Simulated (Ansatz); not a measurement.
Ansatz (a quantum-chemistry and plane-wave program) job for Mg(Me)(SeH) (CH4MgSe), SMILES [CH3][Mg][SeH], B3LYP-D3(BJ)/def2-TZVP. 

Ansatz 0.2 input:
```yaml
crystal:
  periodic: [false, false, false]
  atoms:
    - {symbol: Mg, position_ang: [0.80343035, -0.86895191, 0.54932695]}
    - {symbol: C, position_ang: [1.99895036, -2.25389909, -0.45810881]}
    - {symbol: H, position_ang: [1.41801731, -3.14471053, -0.69436545]}
    - {symbol: H, position_ang: [2.90340265, -2.56349785, 0.05809082]}
    - {symbol: H, position_ang: [2.28458884, -1.77573102, -1.39749796]}
    - {symbol: Se, position_ang: [-0.77510644, 0.90952762, -0.07475157]}
    - {symbol: H, position_ang: [-1.88725596, 0.51081756, 0.73205537]}
basis:
  gaussian:
    orbitals: def2-TZVP
hamiltonian:
  xc: b3lyp
  dispersion: d3bj
relax: {f_tol: 0.002, max_steps: 200}
```

Log of the run:

```
WARN ansatz: RAYON_NUM_THREADS=1 ignored (pool sized by the plan → 1); use --threads N
Functional definition: B3LYP
integrals: 0.06 GiB planned
1053 factors; their error is unknown
mean field: 0.52 GiB planned
mean field evaluation 1: about -71889.6524 eV, gradient 6.2e1 eV
mean field evaluation 2: about -71871.2626 eV, gradient 8.5e1 eV
mean field evaluation 4: about -71898.8778 eV, gradient 7.3e0 eV
mean field evaluation 8: about -71899.0153 eV, gradient 1.3e-1 eV
mean field evaluation 16: about -71899.3534 eV, gradient 3.2e-4 eV
mean field -71899.35336107 eV, -2642.2525008873 hartree, gradient 5.0e-5 eV, S^2 0.000000; 0 other end points of the search recorded, 0 dependent functions left out
the calculation of the forces begins
reference -71899.35362020 eV, -2642.2525104101 hartree; 28, 28 occupied and 107, 107 virtual orbitals, 1053 factors
relax step   1: F+E_penalty+E_count = -71899.57671165 eV  Δ(F+E_penalty+E_count) = +0.000e0 eV  max|allowed force component| = 7.576e-1 eV/Å  Δτ_max = 0.0000 Å  (30 SCF iters, accepted)
these checks for a lower state are left out or cut short: starts, cluster_reference, orbital_swaps, neighbouring_geometries, increment
integrals: 0.06 GiB planned
1053 factors; their error is unknown
mean field: 0.52 GiB planned
mean field -71899.47532944 eV, -2642.2569831422 hartree, gradient 2.6e-5 eV, S^2 0.000000; 0 other end points of the search recorded, 0 dependent functions left out
the calculation of the forces begins
reference -71899.47559109 eV, -2642.2569927575 hartree; 28, 28 occupied and 107, 107 virtual orbitals, 1053 factors
relax step   2: F+E_penalty+E_count = -71899.69563675 eV  Δ(F+E_penalty+E_count) = -1.189e-1 eV  max|allowed force component| = 3.020e-1 eV/Å  Δτ_max = 0.1935 Å  (29 SCF iters, accepted)
these checks for a lower state are left out or cut short: starts, cluster_reference, orbital_swaps, neighbouring_geometries, increment
integrals: 0.06 GiB planned
1053 factors; their error is unknown
mean field: 0.52 GiB planned
mean field evaluation 32: about -71899.5420 eV, gradient 1.1e-5 eV
mean field -71899.54200428 eV, -2642.2594333974 hartree, gradient 1.1e-5 eV, S^2 0.000000; 0 other end points of the search recorded, 0 dependent functions left out
the calculation of the forces begins
reference -71899.54226785 eV, -2642.2594430832 hartree; 28, 28 occupied and 107, 107 virtual orbitals, 1053 factors
relax step   3: F+E_penalty+E_count = -71899.76084642 eV  Δ(F+E_penalty+E_count) = -6.521e-2 eV  max|allowed force component| = 3.011e-1 eV/Å  Δτ_max = 0.1950 Å  (29 SCF iters, accepted)
these checks for a lower state are left out or cut short: starts, cluster_reference, orbital_swaps, neighbouring_geometries, increment
integrals: 0.06 GiB planned
1053 factors; their error is unknown
mean field: 0.51 GiB planned
mean field -71899.58492368 eV, -2642.2610106563 hartree, gradient 9.8e-6 eV, S^2 0.000000; 0 other end points of the search recorded, 0 dependent functions left out
the calculation of the forces begins
reference -71899.58518910 eV, -2642.2610204100 hartree; 28, 28 occupied and 107, 107 virtual orbitals, 1053 factors
relax step   4: F+E_penalty+E_count = -71899.80211427 eV  Δ(F+E_penalty+E_count) = -4.127e-2 eV  max|allowed force component| = 3.333e-1 eV/Å  Δτ_max = 0.1952 Å  (30 SCF iters, accepted)
these checks for a lower state are left out or cut short: starts, cluster_reference, orbital_swaps, neighbouring_geometries, increment
integrals: 0.06 GiB planned
1053 factors; their error is unknown
mean field: 0.51 GiB planned
mean field -71899.61024289 eV, -2642.2619411198 hartree, gradient 6.6e-6 eV, S^2 0.000000; 0 other end points of the search recorded, 0 dependent functions left out
the calculation of the forces begins
reference -71899.61050865 eV, -2642.2619508865 hartree; 28, 28 occupied and 107, 107 virtual orbitals, 1053 factors
relax step   5: F+E_penalty+E_count = -71899.82783917 eV  Δ(F+E_penalty+E_count) = -2.572e-2 eV  max|allowed force component| = 5.448e-2 eV/Å  Δτ_max = 0.1256 Å  (31 SCF iters, accepted)
these checks for a lower state are left out or cut short: starts, cluster_reference, orbital_swaps, neighbouring_geometries, increment
integrals: 0.06 GiB planned
1053 factors; their error is unknown
mean field: 0.52 GiB planned
mean field -71899.61153551 eV, -2642.2619886229 hartree, gradient 2.1e-5 eV, S^2 0.000000; 0 other end points of the search recorded, 0 dependent functions left out
the calculation of the forces begins
reference -71899.61180056 eV, -2642.2619983635 hartree; 28, 28 occupied and 107, 107 virtual orbitals, 1053 factors
relax step   6: F+E_penalty+E_count = -71899.83006224 eV  Δ(F+E_penalty+E_count) = -2.223e-3 eV  max|allowed force component| = 1.029e-1 eV/Å  Δτ_max = 0.0749 Å  (31 SCF iters, accepted)
these checks for a lower state are left out or cut short: starts, cluster_reference, orbital_swaps, neighbouring_geometries, increment
integrals: 0.06 GiB planned
1053 factors; their error is unknown
mean field: 0.51 GiB planned
mean field -71899.61315790 eV, -2642.2620482446 hartree, gradient 2.1e-5 eV, S^2 0.000000; 0 other end points of the search recorded, 0 dependent functions left out
the calculation of the forces begins
reference -71899.61342295 eV, -2642.2620579851 hartree; 28, 28 occupied and 107, 107 virtual orbitals, 1053 factors
relax step   7: F+E_penalty+E_count = -71899.83138995 eV  Δ(F+E_penalty+E_count) = -1.328e-3 eV  max|allowed force component| = 1.348e-2 eV/Å  Δτ_max = 0.0230 Å  (32 SCF iters, accepted)
these checks for a lower state are left out or cut short: starts, cluster_reference, orbital_swaps, neighbouring_geometries, increment
integrals: 0.06 GiB planned
1053 factors; their error is unknown
mean field: 0.52 GiB planned
mean field evaluation 64: about -71899.6130 eV, gradient 3.7e-1 eV
mean field -71899.61316684 eV, -2642.2620485733 hartree, gradient 2.1e-5 eV, S^2 0.000000; 0 other end points of the search recorded, 0 dependent functions left out
the calculation of the forces begins
reference -71899.61343179 eV, -2642.2620583101 hartree; 28, 28 occupied and 107, 107 virtual orbitals, 1053 factors
relax step   8: F+E_penalty+E_count = -71899.83143417 eV  Δ(F+E_penalty+E_count) = -4.422e-5 eV  max|allowed force component| = 7.260e-3 eV/Å  Δτ_max = 0.0122 Å  (32 SCF iters, accepted)
these checks for a lower state are left out or cut short: starts, cluster_reference, orbital_swaps, neighbouring_geometries, increment
integrals: 0.06 GiB planned
1053 factors; their error is unknown
mean field: 0.51 GiB planned
mean field -71899.61319695 eV, -2642.2620496797 hartree, gradient 2.1e-5 eV, S^2 0.000000; 0 other end points of the search recorded, 0 dependent functions left out
the calculation of the forces begins
reference -71899.61346188 eV, -2642.2620594157 hartree; 28, 28 occupied and 107, 107 virtual orbitals, 1053 factors
relax step   9: F+E_penalty+E_count = -71899.83145955 eV  Δ(F+E_penalty+E_count) = -2.538e-5 eV  max|allowed force component| = 6.841e-4 eV/Å  Δτ_max = 0.0041 Å  (33 SCF iters, accepted)
integrals: 0.06 GiB planned
1053 factors; their error is unknown
mean field: 0.51 GiB planned
mean field evaluation 96: about -71899.6132 eV, gradient 8.6e-4 eV
mean field -71899.61319695 eV, -2642.2620496797 hartree, gradient 2.1e-5 eV, S^2 0.000000; 1 other end points of the search recorded, 0 dependent functions left out
the calculation of the forces begins
reference -71899.61346188 eV, -2642.2620594157 hartree; 28, 28 occupied and 107, 107 virtual orbitals, 1053 factors
Total energy: -71899.83172448 eV, -2642.2700804182 hartree
Atom 0 at     0.661744    -0.694413    -0.179287 Å, force     0.000122     0.000644    -0.000197 eV/Å
Atom 1 at     1.988379    -2.261096    -0.512890 Å, force    -0.000475     0.000241    -0.000679 eV/Å
Atom 2 at     1.460011    -3.206948    -0.657623 Å, force    -0.000079    -0.000003     0.000057 eV/Å
Atom 3 at     2.672399    -2.390451     0.329631 Å, force     0.000684    -0.000364     0.000421 eV/Å
Atom 4 at     2.594123    -2.083432    -1.405382 Å, force     0.000073    -0.000324     0.000251 eV/Å
Atom 5 at    -0.868787     1.170141     0.188014 Å, force    -0.000045    -0.000120     0.000003 eV/Å
Atom 6 at    -1.761841     0.279753     0.952287 Å, force    -0.000280    -0.000074     0.000144 eV/Å
Dipole moment:     0.163721    -0.296248    -0.012181 e Å
```

The calculation finished and met its thresholds.
